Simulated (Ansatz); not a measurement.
Spectroscopic constants of NaAl+, multiplicity 2 (lowest of 2S+1 = 2, 4 at CCSD(T)/def2-TZVPP on PBE0 minima; our sources give no spin for the ground state, which may be another).

Constants: fifth-degree fit in 1/R to seven points, most abundant isotopes. Runs in def2 and cc sets follow the lowest solution found near the PBE0 minimum.

The values were computed with Ansatz (Gaussian orbitals). Values without a source in brackets are computed.

```json
[
 {"level": "SVWN5/def2-TZVPP", "r_e (Å)": "3.350", "ω_e (cm⁻¹)": "129", "ω_e x_e (cm⁻¹)": "0.87", "B_e (cm⁻¹)": "0.121"},
 {"level": "PBE/def2-TZVPP", "r_e (Å)": "3.403", "ω_e (cm⁻¹)": "126", "ω_e x_e (cm⁻¹)": "0.85", "B_e (cm⁻¹)": "0.117"},
 {"level": "r2SCAN/def2-TZVPP", "r_e (Å)": "3.391", "ω_e (cm⁻¹)": "133", "ω_e x_e (cm⁻¹)": "0.74", "B_e (cm⁻¹)": "0.118"},
 {"level": "B97M-V/def2-TZVPP", "r_e (Å)": "3.392", "ω_e (cm⁻¹)": "126", "ω_e x_e (cm⁻¹)": "0.78", "B_e (cm⁻¹)": "0.118"},
 {"level": "B3LYP/def2-TZVPP", "r_e (Å)": "3.387", "ω_e (cm⁻¹)": "129", "ω_e x_e (cm⁻¹)": "0.85", "B_e (cm⁻¹)": "0.118"},
 {"level": "PBE0/def2-TZVPP", "r_e (Å)": "3.368", "ω_e (cm⁻¹)": "134", "ω_e x_e (cm⁻¹)": "0.77", "B_e (cm⁻¹)": "0.120"},
 {"level": "BHLYP/def2-TZVPP", "r_e (Å)": "3.340", "ω_e (cm⁻¹)": "138", "ω_e x_e (cm⁻¹)": "0.80", "B_e (cm⁻¹)": "0.122"},
 {"level": "CAM-B3LYP/def2-TZVPP", "r_e (Å)": "3.320", "ω_e (cm⁻¹)": "140", "ω_e x_e (cm⁻¹)": "0.78", "B_e (cm⁻¹)": "0.123"},
 {"level": "wB97X-V/def2-TZVPP", "r_e (Å)": "3.316", "ω_e (cm⁻¹)": "144", "ω_e x_e (cm⁻¹)": "0.81", "B_e (cm⁻¹)": "0.123"},
 {"level": "wB97M-V/def2-TZVPP", "r_e (Å)": "3.354", "ω_e (cm⁻¹)": "133", "ω_e x_e (cm⁻¹)": "0.69", "B_e (cm⁻¹)": "0.121"},
 {"level": "B2PLYP/def2-TZVPP", "r_e (Å)": "3.363", "ω_e (cm⁻¹)": "135", "ω_e x_e (cm⁻¹)": "0.75", "B_e (cm⁻¹)": "0.120"},
 {"level": "CCSD/def2-TZVPP", "r_e (Å)": "3.371", "ω_e (cm⁻¹)": "140", "ω_e x_e (cm⁻¹)": "0.63", "B_e (cm⁻¹)": "0.119"},
 {"level": "CCSD/def2-QZVPP", "r_e (Å)": "3.344", "ω_e (cm⁻¹)": "145", "ω_e x_e (cm⁻¹)": "0.56", "B_e (cm⁻¹)": "0.121"},
 {"level": "CCSD(T)/def2-TZVPP", "r_e (Å)": "3.367", "ω_e (cm⁻¹)": "140", "ω_e x_e (cm⁻¹)": "0.64", "B_e (cm⁻¹)": "0.120"},
 {"level": "CCSD(T)/def2-QZVPP", "r_e (Å)": "3.339", "ω_e (cm⁻¹)": "145", "ω_e x_e (cm⁻¹)": "0.56", "B_e (cm⁻¹)": "0.122"}
]
```

Correlated levels freeze the inner cores; with def2 sets outer-core shells near the valence are correlated too.

Ansatz is a program for electronic structure.
